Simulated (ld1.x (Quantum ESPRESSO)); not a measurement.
## u(r) = r·R(r): atom against pseudo-atom (Ga (Z = 31))

Columns: radius, all-electron u(r) and pseudo u(r) of the 4s shell (level -9.17 eV) of gallium in the configuration [Ar] 3d10 4s2 4p1; LDA (PZ), scalar-relativistic, PAW scheme, ld1.x (Quantum ESPRESSO) 7.5.

```csv
r (bohr),all-electron,pseudo
0.125,-0.1819,-0.0717
0.250,-0.0238,-0.1428
0.375,0.2422,-0.2127
0.500,0.3181,-0.2808
0.625,0.2365,-0.3465
0.750,0.0799,-0.4091
0.875,-0.0949,-0.4679
1.000,-0.2581,-0.5221
1.125,-0.3969,-0.5710
1.250,-0.5076,-0.6138
1.375,-0.5910,-0.6499
1.500,-0.6500,-0.6787
1.625,-0.6881,-0.6995
1.750,-0.7089,-0.7120
1.875,-0.7156,-0.7160
2.000,-0.7111,-0.7111
2.125,-0.6980,-0.6980
2.250,-0.6782,-0.6782
2.375,-0.6537,-0.6537
2.500,-0.6257,-0.6257
2.625,-0.5954,-0.5954
2.750,-0.5638,-0.5638
2.875,-0.5316,-0.5316
3.000,-0.4994,-0.4994
3.125,-0.4677,-0.4677
3.250,-0.4367,-0.4367
```

**Question.** How many radial nodes do the two functions have?

**Answer.** The all-electron 4s function has n − l − 1 = 3 (the table is too coarse to show those close to the nucleus); the pseudo-wave has 0, since the states of the same l below it are removed with the core.

**Question.** At about which radius was the pseudo-wave matched?

**Answer.** 2.00 bohr, where the columns begin to agree (steps of 0.12 bohr).

**Question.** Where does each function peak?

**Answer.** Outermost all-electron maximum near 1.88 bohr, pseudo maximum near 1.88 bohr (to the table’s step).

**Question.** Is the pseudo-wave norm-conserving?

**Answer.** No, it belongs to a PAW set: the norm inside the radius is not constrained, and the difference is carried by the augmentation charge.
